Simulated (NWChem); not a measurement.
The numbers come from NWChem runs, not from measurements. System: triflate (CF$_{3}$O$_{3}$S (-1)), charge -1, spin multiplicity 1, at a geometry optimised with PBE0/def2-SVP. Level: RHF/def2-SVPD.

Input file:

```
start mol
memory heap 200 mb stack 900 mb global 1100 mb
charge -1
geometry units angstroms nocenter noautoz
  O     -1.313711    -0.560346     1.244523
  S     -0.916619     0.114234     0.000000
  O     -1.313711    -0.560346    -1.244523
  O     -1.047149     1.578687     0.000000
  C      0.929520    -0.115848     0.000000
  F      1.271682    -1.410626     0.000000
  F      1.502234     0.438834     1.076052
  F      1.502234     0.438834    -1.076052
  symmetry group Cs
end
basis spherical
  * library def2-svpd
end
scf
  rhf
  nopen 0
  maxiter 100
  thresh 1e-7
  semidirect memsize 60000000 filesize 0
end
task scf energy
```

Part of the output:

```
             Northwest Computational Chemistry Package (NWChem) 7.3.0
             --------------------------------------------------------

                                NWChem Input Module
                                -------------------

 Scaling coordinates for geometry "geometry" by  1.889725989
 (inverse scale =  0.529177249)

 Turning off AUTOSYM since
 SYMMETRY directive was detected!

                             Geometry "geometry" -> ""
                             -------------------------

 Output coordinates in angstroms (scale by  1.889725989 to convert to a.u.)

  No.       Tag          Charge          X              Y              Z
 ---- ---------------- ---------- -------------- -------------- --------------
    1 O                    8.0000    -1.31371100    -0.56034600     1.24452300
    2 S                   16.0000    -0.91661900     0.11423400     0.00000000
    3 O                    8.0000    -1.31371100    -0.56034600    -1.24452300
    4 O                    8.0000    -1.04714900     1.57868700     0.00000000
    5 C                    6.0000     0.92952000    -0.11584800     0.00000000
    6 F                    9.0000     1.27168200    -1.41062600     0.00000000
    7 F                    9.0000     1.50223400     0.43883400     1.07605200
    8 F                    9.0000     1.50223400     0.43883400    -1.07605200

 Effective nuclear repulsion energy (a.u.)     551.6772564958

            Nuclear Dipole moment (a.u.)
            ----------------------------
        X                 Y               Z
 ---------------- ---------------- ----------------
    -0.0000037795    -0.0000113384     0.0000000000

      Symmetry information
      --------------------

 Group name             Cs
 Group number              2
 Group order               2
 No. of unique centers     6

      Symmetry unique atoms

     1    2    4    5    6    7


 Summary of "ao basis" -> "" (spherical)
 ------------------------------------------------------------------------------
       Tag                 Description            Shells   Functions and Types
[...]
 Vector   39  Occ=0.000000D+00  E= 2.228405D-01  Symmetry=a'
              MO Center= -2.1D+00,  2.6D-01, -1.9D-14, r^2= 1.5D+01
   Bfn.  Coefficient  Atom+Function         Bfn.  Coefficient  Atom+Function
  ----- ------------  ---------------      ----- ------------  ---------------
    38      3.914233  2 S  px               120     -1.386575  6 F  s
   143     -1.386663  7 F  s                166     -1.386663  8 F  s
    27     -1.203815  2 S  s                 84     -0.826964  4 O  px
    11     -0.753646  1 O  px                61     -0.753646  3 O  px
    99      0.754859  5 C  s                100      0.665831  5 C  s

 Vector   40  Occ=0.000000D+00  E= 2.315105D-01  Symmetry=a"
              MO Center= -9.1D-01,  6.2D-02,  1.4D-12, r^2= 1.7D+01
   Bfn.  Coefficient  Atom+Function         Bfn.  Coefficient  Atom+Function
  ----- ------------  ---------------      ----- ------------  ---------------
    40      3.849920  2 S  pz                 4     -2.428018  1 O  s
    54      2.428018  3 O  s                 86     -0.850162  4 O  pz
    37      0.444131  2 S  pz               143     -0.444037  7 F  s
   166      0.444037  8 F  s                150      0.419356  7 F  px
   173     -0.419356  8 F  px                12     -0.411360  1 O  py

------------------------------------------------------------
EAF file 0: "./mol.aoints.0" size=524288 bytes
------------------------------------------------------------
               write      read    awrite     aread      wait
               -----      ----    ------     -----      ----
     calls:        1        22         0         0         0
   data(b): 5.24e+05  1.15e+07  0.00e+00  0.00e+00
   time(s): 0.00e+00  0.00e+00  0.00e+00  0.00e+00  0.00e+00
rate(mb/s): 0.00e+00  0.00e+00
------------------------------------------------------------

 center of mass
 --------------
 x =   0.05472594 y =  -0.00682093 z =   0.00000000

 moments of inertia (a.u.)
 ------------------
         675.462054244231          59.097853636803           0.000000000000
          59.097853636803        1142.269924457919           0.000000000000
           0.000000000000           0.000000000000        1149.635355402416

  Mulliken analysis of the total density
  --------------------------------------

    Atom       Charge   Shell Charges
 -----------   ------   -------------------------------------------------------
    1 O    8     9.04   1.99  1.08  0.81  0.10  2.80  1.99  0.26  0.02 -0.00
    2 S   16    13.87   2.00  1.99  1.16 -0.38 -0.04  5.94  1.54  1.05 -0.11  0.83 -0.11
    3 O    8     9.04   1.99  1.08  0.81  0.10  2.80  1.99  0.26  0.02 -0.00
    4 O    8     9.04   1.99  1.08  0.81  0.10  2.80  1.99  0.26  0.02 -0.00
    5 C    6     3.96   1.99  0.93 -0.27 -0.35  1.72 -0.02  0.18 -0.22
    6 F    9     9.68   1.99  1.13  0.85  0.13  3.33  2.08  0.17  0.01  0.00
    7 F    9     9.68   1.99  1.13  0.85  0.13  3.33  2.08  0.17  0.01  0.00
    8 F    9     9.68   1.99  1.13  0.85  0.13  3.33  2.08  0.17  0.01  0.00

       Multipole analysis of the density wrt the origin
       ------------------------------------------------

     L   x y z        total         open         nuclear
     -   - - -        -----         ----         -------
     0   0 0 0     -1.000000      0.000000     73.000000

     1   1 0 0      1.660468      0.000000     -0.000004
     1   0 1 0     -0.207060      0.000000     -0.000011
     1   0 0 1     -0.000000      0.000000      0.000000

     2   2 0 0    -46.082299      0.000000    393.488243
     2   1 1 0      0.088678      0.000000    -28.736100
     2   1 0 1      0.000000      0.000000      0.000000
     2   0 2 0    -45.383689      0.000000    166.505462
     2   0 1 1      0.000000      0.000000      0.000000
     2   0 0 2    -45.372478      0.000000    162.924032

 Task  times  cpu:       24.1s     wall:       24.1s

 Total times  cpu:       24.1s     wall:       24.1s
```
